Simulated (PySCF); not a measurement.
A structure optimised at B3LYP-D3(BJ)/def2-SVP, used in a PySCF frequency run:

```xyz
7

W      0.0000     0.0000    -0.1016
Cl     0.0000     2.2596    -0.4187
Cl     2.1752     0.0000     0.7303
Cl    -2.1752     0.0000     0.7303
Cl     0.0000    -2.2596    -0.4187
H      0.8574     0.0000    -1.5387
H     -0.8574     0.0000    -1.5387
```

Question: Write its SMILES, formula and point group.

Answer: [Cl][WH2]([Cl])([Cl])[Cl], Cl₄H₂W, C2v

Question: What are its rotational constants (standard atomic weights)?

Answer: 1.2831, 1.2064, 0.72304 GHz
